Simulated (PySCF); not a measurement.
SiHCl, SMILES [SiH]Cl (connectivity only; charge and spin as stated), neutral, multiplicity 1. Heavy atoms are numbered as in [SiH:1][Cl:3]. Hydrogens are named by the atom that carries them.

Coordinates come from a PBE-D3(BJ)/def2-TZVP optimisation. The isomer is the one that the SMILES or the coordinates give; other isomers of the formula were not compared.

The numbers are results of PBE/pcSseg-2 (PySCF), not measurements.

GIAO shieldings, no solvent; atoms alike by connectivity are averaged. δ = σ(ref) − σ: ²⁹Si against TMS (σ = 324.1 ppm); ¹H against TMS (σ = 31.47 ppm); ³⁵Cl against HCl (σ = 936.5 ppm), references at their B3LYP-D3(BJ)/def2-TZVP geometries, non-relativistic (without spin–orbit terms, shifts of atoms bonded to Cl or Br come out too high).

```csv
nucleus,atoms,count,δ (ppm)
²⁹Si,Si1 (SiH),1,598.7
¹H,H on Si1,1,11.48
³⁵Cl,Cl3,1,679.4
```
